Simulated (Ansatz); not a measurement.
Reaction (redistribution): `FC[SiH2][SeH]` + `[F][Sn]([Cl])([Cl])[Cl]` → `FC[SiH2]F` + `[Cl][Sn]([Cl])([Cl])[SeH]`

Gas-phase electronic energies from Ansatz, PBE0-D4/def2-TZVP geometries. CCSD(T)/CBS is the MP2 limit (def2-TZVPP, def2-QZVPP) plus CCSD(T) − MP2 in def2-TZVPP, frozen cores. DFT in def2-TZVPP. HSE06 is defined as in plane-wave codes. Elements past krypton have def2 core potentials. For Se, Sn outer-core shells are correlated without core-valence functions, which leaves a few kJ/mol of doubt a bond. Scalar relativity is left out up to krypton. One conformer a species, not always the lowest.

```csv
level,ΔE (kJ/mol),difference from CCSD(T)/CBS
LDA (SPW92),-104.6,5.8
revPBE-D4,-95.3,15.1
B97M-V,-99.5,10.9
r2SCANh-D4,-106.5,3.9
HSE06-D4,-105.4,5.0
BHLYP-D4,-119.3,-8.9
B2PLYP,-111.3,-0.9
PBE-QIDH,-109.6,0.8
PBE0,-104.0,6.4
r2SCANh,-106.2,4.2
r2SCAN0,-109.3,1.1
LC-ωPBE,-97.3,13.1
SCS-MP2/def2-TZVPP,-113.8,-3.4
MP2/def2-QZVPP,-115.9,-5.5
MP2/CBS(def2),-117.1,-6.7
CCSD/CBS(def2),-112.7,-2.3
CCSD(T)/CBS,-110.4,0
```

(1) What do rigid-rotor, harmonic-oscillator terms from PBE0-D4/def2-TZVP frequencies (298.15 K, 1 bar) make of the CCSD(T)/CBS value? (An estimate is asked.)

Largest T1 diagnostic among the species: 0.012.

Answers

(1) The calculation gave: ΔZPE = +1.1 kJ/mol, ΔH = -108.6 kJ/mol, ΔS = 15 J/(mol·K), ΔG = -112.9 kJ/mol.

From PBE to PBE0 (25 % exact exchange), in def2-TZVPP and without D4, ΔE moves by −6.3 kJ/mol. Leaving LDA and LC-ωPBE aside and taking each functional with its dispersion term where it has one, the values spread over 24.0 kJ/mol, from BHLYP-D4 to revPBE-D4. LDA lies −6.9 kJ/mol from PBE without D4. In def2-TZVPP, CCSD(T) changes the Hartree–Fock value by +9.9 kJ/mol (the triples alone add +2.3 kJ/mol) and MP2 by +3.1 kJ/mol.

CCSD(T)/CBS has its own doubt, a few kJ/mol and more with outer-core shells, so smaller differences from it don't rank the levels.
